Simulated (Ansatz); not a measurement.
Frontier orbitals of `C[CH](F)[GeH3]`.

Cartesian coordinates in Å:
```
C 1.425 -0.106 -0.204
C 0.039 0.267 -0.662
F -0.288 -0.488 -1.790
Ge -1.366 -0.042 0.704
H 1.473 -1.154 0.100
H 2.149 0.053 -1.007
H 1.718 0.512 0.649
H 0.009 1.318 -0.969
H -2.746 0.283 0.115
H -1.098 0.868 1.916
H -1.316 -1.512 1.148
```

Charge 0, multiplicity 1. Correlated methods include outer-core shells of Ge, which these sets cover unevenly. Scalar relativity is left out up to krypton. The structure was optimised at the PBE0-D4/def2-TZVP level. Basis def2-TZVPP, Ansatz.

```csv
functional,HOMO (eV),LUMO (eV),gap (eV)
PBE,-6.76,-0.06,6.70
BLYP,-6.68,-0.02,6.66
PBE0,-8.13,0.74,8.87
B3LYP,-7.93,0.45,8.38
r2SCAN0,-8.32,1.03,9.35
HSE06 (plane-wave form),-7.73,0.36,8.09
LC-ωPBE,-10.80,2.83,13.63
ωB97M-V,-10.36,2.32,12.68
```

Against PBE, PBE0 changes HOMO and LUMO by −1.37 and +0.80 eV, ωB97M-V by −3.60 and +2.38 eV. A gap of 6.69 eV thus becomes 12.67 eV for the same molecule, so an orbital gap means little without its functional. A positive LUMO is unbound and depends on the basis.

B3LYP here is the variant with VWN-RPA as its local correlation; programs differ in this. LC-ωPBE has ω = 0.4 bohr⁻¹.
